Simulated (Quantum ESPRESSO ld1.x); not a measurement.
Input file for ld1.x (Quantum ESPRESSO 7.5):

```
 &input
    atom='Bi',
    iswitch=1,
    rel=1,
    lsd=1,
    dft='SLA-VWN',
    config='[He] 2s2 2p5 3s0 3p0',
    verbosity='high',
    prefix='ld1',
    max_out_wfc=37,
    file_charge='ld1.rho',
 /
```

Command: `OMP_NUM_THREADS=1 ld1.x < ld1.in > ld1.out`

Output:

```
     Program LD1 v.7.5 starts

     --------------------------- All-electron run ----------------------------

     scalar relativistic calculation

     atomic number is 83.00
     dft =SLA-VWN   lsd =1 sic =0 latt =0  beta=0.20 tr2=1.0E-14
     Exchange-correlation= SLA-VWN
                           (   1   2   0   0   0   0   0)
     mesh =2129 r(mesh) =  99.99892 a.u. xmin = -8.00 dx = 0.00800
     1 Ry =  13.60569312 eV, c = 137.03599908

     n l     nl                  e(Ry)          e(Ha)          e(eV)
     1 0     1S 1( 1.00)   -7218.491857599   -3609.245928800 -98212.5850253
     2 0     2S 1( 1.00)   -1712.960040154    -856.480020077 -23306.0086383
     2 1     2P 1( 3.00)   -1545.451651491    -772.725825746 -21026.9409066
     3 0     3S 1( 0.00)    -714.025652605    -357.012826302  -9714.8139113
     3 1     3P 1( 0.00)    -665.092074217    -332.546037109  -9049.0386603
     1 0     1S 2( 1.00)   -7217.043896763   -3608.521948382 -98192.8845145
     2 0     2S 2( 1.00)   -1710.946800551    -855.473400276 -23278.6171181
     2 1     2P 2( 2.00)   -1543.133327668    -771.566663834 -20995.3985041
     3 0     3S 2( 0.00)    -713.452821370    -356.726410685  -9707.0201453
     3 1     3P 2( 0.00)    -664.463395371    -332.231697685  -9040.4850489

     final scf error:  5.7E-15 reached in  10 iterations

     Etot =  -27045.051259 Ry,  -13522.525629 Ha, -367966.667922 eV
     Total magnetization:    1.00 Bohr mag.

     Ekin =   32194.737026 Ry,   16097.368513 Ha,  438031.712148 eV
     Encl =  -60524.708366 Ry,  -30262.354183 Ha, -823480.608390 eV
     Eh   =    1550.950810 Ry,     775.475405 Ha,   21101.760771 eV
     Exc  =    -266.030728 Ry,    -133.015364 Ha,   -3619.532451 eV

     normalization and overlap integrals

     s(1S/1S) =  1.000000  <r> =   0.0158  <r2> =    0.0003  r(max) =   0.0096
     s(1S/2S) = -0.042778
     s(1S/3S) = -0.020562
     s(2S/2S) =  1.000000  <r> =   0.0653  <r2> =    0.0050  r(max) =   0.0555
     s(2S/3S) = -0.013539
     s(2P/2P) =  1.000000  <r> =   0.0591  <r2> =    0.0043  r(max) =   0.0462
     s(2P/3P) = -0.010587
     s(3S/3S) =  1.000000  <r> =   0.1555  <r2> =    0.0276  r(max) =   0.1485
     s(3P/3P) =  1.000000  <r> =   0.1536  <r2> =    0.0273  r(max) =   0.1462
     s(1S/1S) =  1.000000  <r> =   0.0158  <r2> =    0.0003  r(max) =   0.0096
     s(1S/2S) = -0.042759
     s(1S/3S) = -0.020552
     s(2S/2S) =  1.000000  <r> =   0.0653  <r2> =    0.0050  r(max) =   0.0555
     s(2S/3S) = -0.013522
     s(2P/2P) =  1.000000  <r> =   0.0591  <r2> =    0.0043  r(max) =   0.0462
     s(2P/3P) = -0.010576
     s(3S/3S) =  1.000000  <r> =   0.1556  <r2> =    0.0276  r(max) =   0.1485
     s(3P/3P) =  1.000000  <r> =   0.1537  <r2> =    0.0273  r(max) =   0.1462

     ------------------------ End of All-electron run ------------------------
```

Run on one thread of a shared host, so times are rough (Intel(R) Xeon(R) Processor @ 2.60GHz): 0.59 s of CPU time, 0.63 s wall, 10 iterations on 2129 mesh points.
